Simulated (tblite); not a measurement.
Compound: C7H11PS.
Structure used (GFN2-xTB), in Å, numbered top down from 1:
```
atom  x, y, z in Å
C1    -2.9299    0.0838   -1.3894
C2    -2.3117    0.2371   -0.2231
C3    -0.9444   -0.1478    0.0620
C4    -0.3972   -0.0561    1.2795
C5     1.0175   -0.5012    1.4435
P6     1.6551   -0.5481   -0.2967
C7     2.1307    1.1901   -0.6456
S8     2.9840   -1.8774   -0.7630
C9    -0.0457   -0.6980   -1.0127
H10   -2.4522   -0.3594   -2.2466
H11   -3.9511    0.3948   -1.5245
H12   -2.8427    0.6772    0.6119
H13   -0.9405    0.3076    2.1385
H14    1.0778   -1.5107    1.8652
H15    1.6072    0.1617    2.0817
H16    2.3556    1.2749   -1.7084
H17    1.3312    1.8765   -0.3749
H18    3.0332    1.4194   -0.0799
H19   -0.2544   -1.7552   -1.2038
H20   -0.1277   -0.1589   -1.9588
```

Computed values, GFN2-xTB/tblite, gas phase, harmonic and unscaled. This tight-binding method is rough: wavenumbers can miss measured ones by several per cent, in bad cases by 10 to 20. One conformer, not necessarily the lowest.

Harmonic wavenumbers (cm⁻¹): 54.0, 94.8, 134.6, 166.2, 185.5, 201.9, 227.3, 246.6, 261.9, 363.1, 399.5, 476.8, 559.4, 627.1, 662.1, 733.1, 748.6, 749.5, 767.9, 788.3, 830.0, 849.9, 874.3, 884.9, 891.4, 1004.1, 1008.8, 1029.5, 1054.3, 1066.0, 1148.0, 1185.4, 1207.7, 1295.4, 1301.1, 1310.5, 1406.3, 1410.6, 1416.2, 1422.3, 1429.2, 1653.7, 1666.5, 2912.9, 2932.7, 2950.4, 2960.5, 2995.9, 2999.0, 3010.7, 3050.8, 3085.0, 3111.9, 3137.0.

A = 2333, B = 700.7, C = 658.7 MHz; mass 158.032 u (most abundant isotopes); point group C1, symmetry number 1.

Task: What is the zero-point energy?

Result: ½Σν̃ = 34471 cm⁻¹ = 98.56 kcal/mol.

Task: Entropy at 273.15 K, 1 bar (ideal gas, RRHO, classical rotation)?

Result: Translation 40.67, rotation 29.82, vibration 27.27: S = 97.8 cal/(mol K).

Task: And Cp and H(273.15 K) − H(0)?

Result: Cp = 38.88 cal/(mol K), of which vibrations give 30.93 (their classical limit is 54 R = 107.3); H(273.15 K) − H(0) = 6.32 kcal/mol without the zero-point energy, 4.14 from vibrations.

Task: What must be added to the electronic energy to get the Gibbs energy at 273.15 K and 1 bar?

Result: ZPE + [H(273.15 K) − H(0)] − T·S = 98.56 + 6.32 − 26.70 = 78.18 kcal/mol.

Task: Which modes carry the vibrational entropy at 273.15 K?

Result: 54.0 cm⁻¹: 4.49; 94.8 cm⁻¹: 3.39; 134.6 cm⁻¹: 2.71; 166.2 cm⁻¹: 2.31; 185.5 cm⁻¹: 2.11; 201.9 cm⁻¹: 1.96 cal/(mol K); the other 48 give 10.30 together.

Task: How do the functions run with temperature in this model?

Result: 
```
T (K)  S (cal/(mol K))  Cp (cal/(mol K))  H − H(0) (kcal/mol)  G − H(0) (kcal/mol)  ln q(vib)
  100             70.1              19.5                 1.28                -5.73       1.39
  200             87.0              30.5                 3.78               -13.63       4.06
  300            101.6              42.0                 7.40               -23.06       6.84
  500            127.9              61.7                17.89               -46.06      12.47
  800            161.2              79.7                39.35               -89.61      20.60
 1000            179.9              87.5                56.12              -123.76      25.61
```

q(vib) and H(0) count from the zero-point level.

Hindered rotation and anharmonicity are outside this model. Other conformers, if any are populated, would add a mixing term that is left out. The structure is chiral; the term R ln 2 for an equal mix with its mirror image is left out.
